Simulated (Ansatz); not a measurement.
`[NH2][Sn]([NH2])([Cl])[Cl]` and `[NH2][Sn]([NH2])([NH2])[Cl]` differ in one atom or group.

Ansatz, PBE0-D4/def2-TZVP geometries, multiplicity 1. Each molecule was computed in one conformer, which needn't be the lowest.

Elements past krypton have def2 core potentials.

```tsv
property	`[NH2][Sn]([NH2])([Cl])[Cl]`
size of the dipole moment (B3LYP/def2-TZVPP) / D	1.78
HOMO energy (B3LYP/def2-TZVPP) / eV	-7.87
LUMO energy (PBE0/def2-TZVPP) / eV	-1.60
HOMO–LUMO gap (B3LYP/def2-TZVPP) / eV	5.95
HOMO–LUMO gap (ωB97M-V/def2-TZVPP) / eV	10.84
zero-point energy (PBE0-D4/def2-TZVP) / kJ/mol	140.4
```

(1) Give the same properties after the change, and the shifts. (An estimate is asked.)

Answers

(1) Ansatz gave: 
```
                                        property  `[NH2][Sn]([NH2])([NH2])[Cl]`  shift
size of the dipole moment (B3LYP/def2-TZVPP) / D                           0.45  -1.33
             HOMO energy (B3LYP/def2-TZVPP) / eV                          -7.47   0.40
              LUMO energy (PBE0/def2-TZVPP) / eV                          -0.87   0.73
           HOMO–LUMO gap (B3LYP/def2-TZVPP) / eV                           6.26   0.31
         HOMO–LUMO gap (ωB97M-V/def2-TZVPP) / eV                          11.01   0.17
  zero-point energy (PBE0-D4/def2-TZVP) / kJ/mol                          203.7   63.3
```

With PBE0 the HOMO rises by 0.41 eV and the LUMO rises by 0.73 eV, so the gap widens by about 0.32 eV. PBE moves the HOMO by 0.41 eV and ωB97M-V by 0.41 eV. The zero-point energy changes by 63.3 kJ/mol with +6 modes. Dipoles are sizes alone; their direction can turn.

B3LYP here is the variant with VWN-RPA as its local correlation; programs differ in this.
